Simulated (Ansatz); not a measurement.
Reaction (ligand exchange at a Ti–N bond): `CC(C)[NH][Ti]([OH])([OH])[OH]` + orthosilicic acid → `O[Si](O)(O)[O][Ti]([OH])([OH])[OH]` + `CC(C)N`

Computed with Ansatz on PBE0-D4/def2-TZVP structures; ΔE is electronic, products minus reactants. CCSD(T)/CBS is the MP2 limit (def2-TZVPP, def2-QZVPP) plus CCSD(T) − MP2 in def2-TZVPP, frozen cores. This one scheme is used for every species. DFT in def2-TZVPP. For Ti outer-core shells are correlated without core-valence functions, which leaves a few kJ/mol of doubt a bond. Scalar relativity is left out up to krypton. Each species was taken in one conformer, which may not be the lowest.

```csv
level,ΔE (kJ/mol)
revPBE-D4,-70.6
BLYP-D4,-74.4
r2SCANh-D4,-77.5
CAM-B3LYP-D4,-80.2
r2SCANh,-78.2
CCSD(T)/def2-TZVPP,-73.6
MP2/def2-QZVPP,-70.5
CCSD/CBS(def2),-75.1
```

(1) What does CCSD(T)/CBS give? (Estimate.)

Largest T1 diagnostic among the species: 0.021, so the coupled-cluster value is less sure than usual.

Results:

(1) Ansatz gave: -71.9 kJ/mol. The listed levels differ from it by 1.3, -2.5, -5.6, -8.3, -6.3, -1.7, 1.4, -3.2 kJ/mol.

In def2-TZVPP, CCSD(T) changes the Hartree–Fock value by +16.4 kJ/mol (the triples alone add +3.2 kJ/mol) and MP2 by +19.1 kJ/mol. At CCSD(T), def2-SVP lies −16.1 kJ/mol from the extrapolated value and def2-TZVPP −1.8 kJ/mol.

CCSD(T)/CBS has its own doubt, a few kJ/mol and more with outer-core shells, so smaller differences from it don't rank the levels.
